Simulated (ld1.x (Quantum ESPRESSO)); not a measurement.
## hydrogen (H), TM: configuration errors across variants

H (Z = 1), norm-conserving Troullier–Martins (Kleinman–Bylander form), made with ld1.x (Quantum ESPRESSO) 7.5 (LDA (PZ), scalar-relativistic). Core none, reference 1s1. Waves: 2p channel at 0.5 Ry: rc 1.00 bohr; 1s (bound): rc 1.15 bohr. Local part: the s channel. Core correction: none.

All-electron excitation energies from the reference (eV): (1) 1s0.5 4.645; (2) 1s1 spin -0.897; (3) 1s0.5 spin 4.258.

Spin tests fill each open shell by Hund’s rule, majority spin first.

Errors AE − PS in meV (a dash: test not solved or not reliable):

```csv
change,(1),(2),(3),bound ghosts
base,+1.0,-3.5,-1.4,none
wave 1s (bound): rc 1.15 bohr becomes 1s (bound): rc 0.76 bohr,+0.1,-0.6,-0.3,none
wave 1s (bound): rc 1.15 bohr becomes 1s (bound): rc 0.82 bohr,+0.1,-0.9,-0.4,none
wave 1s (bound): rc 1.15 bohr becomes 1s (bound): rc 1.00 bohr,+0.4,-1.9,-0.8,none
wave 1s (bound): rc 1.15 bohr becomes 1s (bound): rc 1.08 bohr,+0.6,-2.6,-1.1,none
wave 1s (bound): rc 1.15 bohr becomes 1s (bound): rc 1.20 bohr,+1.1,-3.8,-1.5,none
wave 1s (bound): rc 1.15 bohr becomes 1s (bound): rc 1.32 bohr,+1.7,-5.6,-2.0,none
wave 1s (bound): rc 1.15 bohr becomes 1s (bound): rc 1.52 bohr,+3.4,-9.6,-3.1,none
wave 1s (bound): rc 1.15 bohr becomes 1s (bound): rc 1.60 bohr,+4.2,-11,-3.5,none
wave 1s (bound): rc 1.15 bohr becomes 1s (bound): rc 1.70 bohr,+5.2,-14,-3.9,none
```

(1) Give the same row for: wave 1s (bound): rc 1.15 bohr becomes 1s (bound): rc 1.38 bohr.

Answers

(1) +2.2, -6.7, -2.3; bound ghosts: none.
